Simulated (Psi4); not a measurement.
Pair of molecules, SMILES [SiH4] with SMILES O=CO (the first has 5 atoms); geometry from B3LYP-D3(BJ)/def2-TZVP, rigid monomers moved along the line of their centres of mass till H4···H10 is 2.67 Å.
(charge 0, multiplicity 1):
```xyz
10

Si     0.1066    -0.3192     0.6422
H     -0.2752    -0.5306    -0.7743
H      0.6862    -1.5591     1.1923
H     -1.1432     0.0100     1.3802
H      1.0449     0.8148     0.7412
O      0.8926     0.2921     4.4771
C      0.0194     0.5766     5.2489
O     -1.2746     0.7179     4.9364
H      0.1677     0.7599     6.3206
H     -1.3737     0.5493     3.9809
```

The numbers are results of SAPT0/jun-cc-pV(D+d)Z in Psi4, not measurements.

Question: Give the four SAPT terms and the total, and say what mostly holds the pair together.

Answer: electrostatics -38.5, exchange 20.8, induction -12.4, dispersion -25.2, total -55.3 meV; the largest attraction is electrostatics.
